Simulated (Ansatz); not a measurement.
`Cl[SiH2]CBr` + `C=C[SiH3]` → `C=C[SiH2][SiH2]Cl` + `CBr`  (formal exchange of groups at the Si–C bond)

Calculated with Ansatz (gas phase, PBE0-D4/def2-TZVP geometries, no zero-point term in ΔE). CCSD(T)/CBS adds triple-zeta CCSD(T) − MP2 to the extrapolated MP2 energy (def2 sets, frozen cores). For Br outer-core shells are correlated without core-valence functions, which leaves a few kJ/mol of doubt a bond. Scalar relativity is left out up to krypton. Each species was taken in one conformer, which may not be the lowest.

`Cl[SiH2]CBr`:

Cartesian coordinates in Å:
```
Cl -1.483 1.152 -1.529
Si -0.639 0.612 0.257
C 0.824 -0.512 -0.050
Br 0.241 -2.192 -0.828
H -1.655 -0.081 1.078
H -0.164 1.847 0.930
H 1.335 -0.754 0.883
H 1.542 -0.072 -0.741
```

`C=C[SiH3]`:

Cartesian coordinates in Å:
```
C 0.332 -0.257 1.486
C 0.122 -0.678 0.242
Si -0.289 0.468 -1.163
H 0.273 0.796 1.750
H 0.571 -0.940 2.296
H 0.196 -1.746 0.043
H 0.734 0.374 -2.240
H -0.336 1.863 -0.651
H -1.605 0.119 -1.764
```

`C=C[SiH2][SiH2]Cl`:

Cartesian coordinates in Å:
```
C 0.410 -0.747 -2.192
C -0.365 -0.137 -1.299
Si -0.505 -0.683 0.472
Si 0.331 0.997 1.873
Cl -0.684 2.746 1.431
H 0.493 -0.397 -3.217
H 0.995 -1.627 -1.938
H -0.925 0.742 -1.613
H -1.924 -0.924 0.856
H 0.278 -1.935 0.671
H 1.775 1.253 1.641
H 0.122 0.712 3.316
```

`CBr`:

Cartesian coordinates in Å:
```
C 0.060 0.175 0.017
Br -0.567 -1.644 -0.164
H 1.100 0.203 -0.296
H -0.038 0.461 1.060
H -0.554 0.806 -0.618
```

```json
{"species": "`Cl[SiH2]CBr`", "MP2/def2-QZVPP energy (Eh)": "-3362.33512"}
{"species": "`C=C[SiH3]`", "MP2/def2-QZVPP energy (Eh)": "-368.67396"}
{"species": "`C=C[SiH2][SiH2]Cl`", "MP2/def2-QZVPP energy (Eh)": "-1118.12102"}
{"species": "`CBr`", "MP2/def2-QZVPP energy (Eh)": "-2612.88672"}
```

**Question.** Work out ΔE.

**Answer.** ΔE = (-1118.12102) + (-2612.88672) − (-3362.33512) − (-368.67396) = 0.00134 Eh = +3.5 kJ/mol. CCSD(T)/CBS gives -2.2 kJ/mol.

Largest T1 diagnostic among the species: 0.011.

From BLYP to BHLYP (50 % exact exchange), in def2-TZVPP and without D4, ΔE moves by +6.9 kJ/mol. Leaving LDA and LC-ωPBE aside and taking each functional with its dispersion term where it has one, the values, not all of them listed here, spread over 17.8 kJ/mol, from PBE-D4 to ωB97M-V. LDA lies +6.5 kJ/mol from PBE without D4.
